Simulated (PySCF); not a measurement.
SMILES B[SeH] (H₃BSe), PBE0/def2-SVP optimised geometry.

```
5

B      0.51     0.35     0.00
H      1.71     0.35     0.00
H     -0.15     1.36     0.00
Se    -0.31    -1.36     0.00
H     -1.71    -0.91     0.00
```

Density from PBE0/def2-TZVP run with PySCF at that geometry.

Minimum of the electron density along straight lines between bonded atoms, close to the bond critical point (lines longer than 1.1 times the sum of covalent radii, or with two minima, are not listed):

| bond | length / Å | ρ at the minimum / e bohr⁻³ | ∇²ρ there / e bohr⁻⁵ | position (fraction from the first atom) |
|---|---|---|---|---|
| B1–H2 | 1.204 | 0.183 | -0.39 | 0.44 |
| B1–H3 | 1.203 | 0.183 | -0.39 | 0.44 |
| B1–Se4 | 1.899 | 0.144 | -0.30 | 0.31 |
| Se4–H5 | 1.473 | 0.176 | -0.33 | 0.63 |
